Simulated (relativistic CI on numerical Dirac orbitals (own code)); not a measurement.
**Slater's F² for Cl IV from its measured terms**

Problem. The ground configuration 3s2 3p2 of Cl IV has the measured levels 3P: 0.0 (J = 0), 491.0 (J = 1), 1341.0 (J = 2); 1D: 13766.0 (J = 2); 1S: 32550.0 (J = 0) cm⁻¹ (Moore, Atomic Energy Levels, vol. I, NSRDS-NBS 35 (1971 reprint of NBS Circular 467, 1949)). Test the one-configuration theory of p2 and extract F²(3p,3p).

Working.
1. Centres of gravity, weighted by 2J + 1: 3P 908.7, 1D 13766.0, 1S 32550.0 cm⁻¹. To first order spin-orbit coupling drops out of them.
2. Slater-Condon theory gives 1D − 3P = 6F²/25 and 1S − 1D = 9F²/25, so the ratio of the upper interval to the lower is 9/6 = 1.500, whatever F².
3. Measured intervals: 12857.3 and 18784.0 cm⁻¹, ratio 1.461.
4. F² from the lower interval is 53572 and from the upper 52178 cm⁻¹.

Check. The radial integral calculated for this configuration (Dirac-KLI orbitals, unscaled) is F² = 66124 cm⁻¹; the two empirical values are 81 % and 79 % of it. The ratio is close to the theoretical one, partly by a balance of effects: correlation narrows both intervals, and second-order spin-orbit coupling (ζ = 894 cm⁻¹) shifts the centres as well.
